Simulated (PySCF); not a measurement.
# Calculated properties of `C#Cc1cccc(C(=O)OC)c1`

C10H8O2.
SMILES with atom numbers: `[CH:1]#[C:2][c:3]1[cH:4][cH:5][cH:6][c:7]([C:8](=[O:9])[O:10][CH3:11])[cH:12]1` (hydrogens: H13 on C1; H14 on C4; H15 on C5; H16 on C6; H17, H18, H19 on C11; H20 on C12)

Cartesian coordinates in Å at the GFN2-xTB level; atoms count from 1:
```xyz
20
C10H8O2 angstrom
C      3.648    0.519   -2.202
C      2.848    0.397   -1.316
C      1.907    0.253   -0.267
C      2.330    0.284    1.063
C      1.411    0.145    2.087
C      0.070   -0.026    1.798
C     -0.361   -0.058    0.473
C     -1.809   -0.244    0.210
O     -2.646   -0.373    1.070
O     -2.099   -0.255   -1.100
C     -3.467   -0.430   -1.431
C      0.556    0.082   -0.561
H      4.346    0.626   -2.978
H      3.380    0.418    1.280
H      1.744    0.170    3.114
H     -0.664   -0.137    2.582
H     -3.835   -1.381   -1.041
H     -4.067    0.377   -1.006
H     -3.522   -0.415   -2.516
H      0.226    0.058   -1.588
```

Some functional groups and rings: ester, alkyne and benzene ring.

**GFN2-xTB geometry**

| Property | Result |
| --- | --- |
| Point group of the GFN2-xTB geometry | Cs |
| Rotational constants A, B, C of the GFN2-xTB geometry | 1.731, 0.590, 0.441 GHz |

PBE0/pcSseg-1 ground state and GIAO shieldings, non-relativistic (PySCF):

| Property | Result |
| --- | --- |
| Dipole moment | 1.34 D |
| HOMO energy | -7.13 eV |
| LUMO energy | -1.61 eV |
| HOMO–LUMO gap | 5.52 eV |
| Lowest Hirshfeld atomic charge | -0.25 e on O9 |
| Highest Hirshfeld atomic charge | +0.21 e on C8 |
| 13C chemical shifts (computed TMS as zero) by class | 172.8 (C8), 144.1 (C4), 141.5 (C12), 137.5 (C6), 134.8 (C7), 133.7 (C5), 126.7 (C3), 88.6 (C2), 88.0 (C1), 54.2 (C11) ppm |
| 1H chemical shifts (computed TMS as zero) by class | 8.62 (H20), 8.57 (H16), 8.02 (H14), 7.76 (H15), 4.14 (H17/H18/H19), 2.84 (H13) ppm |
| Isotropic shieldings of nuclei other than C and H, by class | -83 (O9), 156 (O10) ppm |
| Mayer bond orders between heavy atoms | C1–C2 2.32, C2–C3 0.99, C3–C4 1.40, C4–C5 1.44, C5–C6 1.42, C6–C7 1.42, C7–C8 0.98, C8–O9 1.92, C8–O10 1.09, O10–C11 0.87, C7–C12 1.36, C12–C3 1.37 |

Monoisotopic mass (most abundant isotopes): 160.0524 u.

A dipole of 1.34 D is allowed in Cs, and pure rotational transitions are dipole-allowed. The rotational constants make it an asymmetric top with κ = (2B − A − C)/(A − C) = -0.77, nearer the prolate limit (−1). With B = h/(8π²I), that is 505.379 GHz u Å² over I, the principal moments of inertia are 291.9, 856.6 and 1145.3 u Å² (most abundant isotopes). In atomic units the dipole is 0.53 e·bohr (1 au = 2.5417 D).

One conformer (not necessarily the lowest) at the GFN2-xTB geometry, without solvent or vibrations. NMR classes are plain means over equivalent atoms (diastereotopic ones count apart unless rotation or inversion swaps them), as if these changed places fast; in this geometry the members of some classes differ.
